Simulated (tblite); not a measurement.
Species: C₃H₁₁NSi₂.
Geometry (GFN2-xTB, Å), atoms numbered from 1 in this order:
```
atom  x, y, z in Å
C1     2.4184   -0.9547   -0.2228
C2     1.6003    0.0768   -0.1378
C3     0.3711    0.2552   -0.9722
N4    -0.8353    0.2478   -0.1590
Si5   -1.3918   -1.3196    0.3429
Si6   -1.2955    1.7429    0.5920
H7     3.2814   -1.0567    0.4137
H8     2.2620   -1.7408   -0.9438
H9     1.7617    0.8546    0.5973
H10    0.4326    1.2111   -1.5041
H11    0.3094   -0.5462   -1.7142
H12   -2.7205   -1.1226    0.9094
H13   -0.4992   -1.9390    1.3308
H14   -1.4237   -2.1492   -0.8648
H15   -1.0670    2.7872   -0.4111
H16   -0.5055    2.0525    1.7930
H17   -2.7052    1.6127    0.9407
```

Calculated harmonic vibrations of the isolated species, GFN2-xTB (tblite), most abundant isotopes, no scaling. This tight-binding method is rough: wavenumbers can miss measured ones by several per cent, in bad cases by 10 to 20. Modes of hydrogen on silicon can be 10 to 20 % off. One conformer, not necessarily the lowest.

Harmonic wavenumbers (cm⁻¹): 47.3, 58.7, 82.7, 99.3, 161.1, 234.9, 298.6, 355.7, 430.3, 546.8, 556.7, 574.0, 591.8, 615.2, 700.3, 748.2, 766.3, 786.0, 804.2, 806.1, 832.1, 893.6, 905.9, 943.7, 1006.3, 1025.9, 1133.3, 1149.7, 1245.0, 1273.4, 1321.4, 1414.2, 1478.0, 1715.8, 2180.7, 2203.9, 2228.0, 2234.6, 2289.4, 2307.2, 2911.9, 2939.2, 3056.8, 3095.0, 3119.9.

A = 2777, B = 1670, C = 1176 MHz; mass 117.043 u (most abundant isotopes); point group C1, symmetry number 1.

What is the zero-point energy?

Half the sum of the wavenumbers: 27085 cm⁻¹ = 324.00 kJ/mol.

What is S at 500 K and 1 bar for an ideal gas of classical rigid rotors and harmonic oscillators?

Translation 179.00, rotation 125.56, vibration 204.93: S = 509.5 J/(mol K).

And Cp and H(500 K) − H(0)?

Cp = 226.63 J/(mol K), of which vibrations give 193.38 (their classical limit is 45 R = 374.2); H(500 K) − H(0) = 67.96 kJ/mol without the zero-point energy, 51.33 from vibrations.

How do the functions run with temperature in this model?

| T (K) | S (J/(mol K)) | Cp (J/(mol K)) | H − H(0) (kJ/mol) | G − H(0) (kJ/mol) | ln q(vib) |
| --- | --- | --- | --- | --- | --- |
| 100 | 291.4 | 77.4 | 5.65 | -23.49 | 2.07 |
| 200 | 356.2 | 115.7 | 15.21 | -56.03 | 4.73 |
| 300 | 411.3 | 158.7 | 28.95 | -94.45 | 7.28 |
| 800 | 630.9 | 289.5 | 146.22 | -358.53 | 19.39 |
| 1000 | 698.6 | 316.7 | 206.98 | -491.64 | 23.73 |

q(vib) and H(0) count from the zero-point level.

What must be added to the electronic energy to get the Gibbs energy at 500 K and 1 bar?

ZPE + [H(500 K) − H(0)] − T·S = 324.00 + 67.96 − 254.74 = 137.22 kJ/mol.

Which modes carry the vibrational entropy at 500 K?

47.3 cm⁻¹: 24.90; 58.7 cm⁻¹: 23.11; 82.7 cm⁻¹: 20.27; 99.3 cm⁻¹: 18.76; 161.1 cm⁻¹: 14.78; 234.9 cm⁻¹: 11.73 J/(mol K); the other 39 give 91.38 together.

Hindered rotation and anharmonicity are outside this model. Other conformers, if any are populated, would add a mixing term that is left out. The structure is chiral; the term R ln 2 for an equal mix with its mirror image is left out.
